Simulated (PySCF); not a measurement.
O2, charge -1, doublet, at a GFN2-xTB geometry (a state made from the parent by changing its charge; the spin is typed, not shown lowest) (in this run its highest filled SCF level lies above zero, so its values depend strongly on the basis, on diffuse functions most of all). Base run: M062X/pcseg-1 (PySCF).

PySCF was given this input:
```python
from pyscf import gto, scf, dft

mol = gto.Mole()
mol.atom = '''
    O    -0.000000   -0.000000   -0.670672
    O     0.000000    0.000000    0.670672
'''
mol.basis = 'pcseg-1'
mol.charge = -1
mol.spin = 1
mol.verbose = 5
mol.build()

mf = dft.UKS(mol)
mf.xc = 'm062x'
mf.kernel()
```

Each row names what was changed in the base input (with any setting that the change needs).

```
change                                           ΔE vs base (µEh)  fitting functions
-----------------------------------------------  ----------------  -----------------
base                                                          0.0                  -
auxbasis = cc-pvdz-jkfit                                     37.9                140
auxbasis = cc-pvqz-jkfit                                    -15.8                212
auxbasis = even-tempered beta=1.6                           -44.7                356
auxbasis = even-tempered beta=3.0                            -917                170
auxbasis = def2-universal-jkfit                              27.7                154
auxbasis = cc-pvtz-jkfit                                     -5.6                158
auxbasis = even-tempered beta=2.0                            -561                240
auxbasis = default (with mf = mf.density_fit())              -561                240
auxbasis = def2-universal-jfit                                831                 98
```

A fitting set is made for a task (jfit for Coulomb, jkfit for Coulomb and exchange, ri for correlation) and for a family of orbital bases.

Open shells are given as the SCF converged; they aren't shown to be the lowest states, and a large step between rows can be another state.
